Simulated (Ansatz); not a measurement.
Cost and result for the atomization energy of `C[O][Cd][OH]` (8 atoms, 7 bonds).

Charge 0, multiplicity 1. Correlated methods include outer-core shells of Cd, which these sets cover unevenly. Cd takes the def2 core potential. Geometry: relaxed with PBE0-D4/def2-TZVP. It is one conformer, not always the lowest. Program: Ansatz. Hardware: A = 2 threads of an AMD EPYC 7R13 on a shared host; B = 2 threads of an AMD EPYC 7R13 on a shared host and a share of an NVIDIA H100 80 GB. Times are those of one run each, without the atoms' runs, and a repeat can differ threefold. Electronic energies, without spin–orbit coupling; frozen cores. CCSD(T)/CBS adds CCSD(T) − MP2 in def2-TZVPP to the MP2 limit, and its time is that of the two runs behind it. T1 = 0.017. With those shells the extrapolation isn't a true limit. B3LYP takes the VWN-RPA correlation (the form of Gaussian; ORCA's B3LYP/G).

CCSD(T)/CBS is a level of theory with its own doubt, some kJ/mol a heavy atom from the limit and from the frozen cores, so smaller differences don't rank the functionals.

| level | functions | wall time |
| --- | --- | --- |
| PBE-D4/def2-TZVPP (with forces) [A] | 205 | 3.5 s |
| PBE0-D4/def2-TZVPP [A] | 205 | 3.8 s |
| B3LYP-D4/def2-TZVPP (with forces) [A] | 205 | 5.5 s |
| r2SCAN-D4/def2-TZVPP (with forces) [A] | 205 | 7 s |
| B2PLYP/def2-TZVPP [A] | 205 | 7 s |
| ωB97X-V/def2-TZVPP [A] | 205 | 10 s |
| ωB97M-V/def2-TZVPP (with forces) [A] | 205 | 14 s |
| CCSD(T)/def2-TZVPP [B] | 205 | 16 s |
| CCSD(T)/def2-QZVPP [B] | 379 | 49 s |
| CCSD(T)/CBS(def2) | – | 65 s |

Question: What atomization energy does each give, and how far from CCSD(T)/CBS? (An estimate is asked.)

Answer: Ansatz gave: 
| level | atomization (kcal/mol) | difference from CCSD(T)/CBS | per bond |
| --- | --- | --- | --- |
| PBE-D4/def2-TZVPP (with forces) [A] | 623.3 | 13.2 | 1.9 |
| PBE0-D4/def2-TZVPP [A] | 603.3 | -6.8 | -1.0 |
| B3LYP-D4/def2-TZVPP (with forces) [A] | 602.5 | -7.6 | -1.1 |
| r2SCAN-D4/def2-TZVPP (with forces) [A] | 611.4 | 1.3 | 0.2 |
| B2PLYP/def2-TZVPP [A] | 598.4 | -11.7 | -1.7 |
| ωB97X-V/def2-TZVPP [A] | 611.3 | 1.2 | 0.2 |
| ωB97M-V/def2-TZVPP (with forces) [A] | 610.2 | 0.1 | 0.0 |
| CCSD(T)/def2-TZVPP [B] | 589.4 | -20.7 | -3.0 |
| CCSD(T)/def2-QZVPP [B] | 602.2 | -7.9 | -1.1 |
| CCSD(T)/CBS(def2) | 610.1 | 0.0 | 0.0 |

From PBE to PBE0 (25 % exact exchange), in def2-TZVPP and without D4, the atomization energy moves by −19.6 kcal/mol: exact exchange takes away binding that semilocal exchange gives to molecules. The D4 term adds +4.5 kcal/mol with B3LYP and +2.3 kcal/mol with PBE0; it sums over pairs of atoms, weighted by their polarisabilities, and B3LYP, whose exchange is more repulsive, gets the larger term. In def2-TZVPP, CCSD(T) changes the Hartree–Fock value by +187.4 kcal/mol (the triples alone add +11.7 kcal/mol) and MP2 by +202.2 kcal/mol; breaking electron pairs costs correlation energy, which Hartree–Fock lacks.
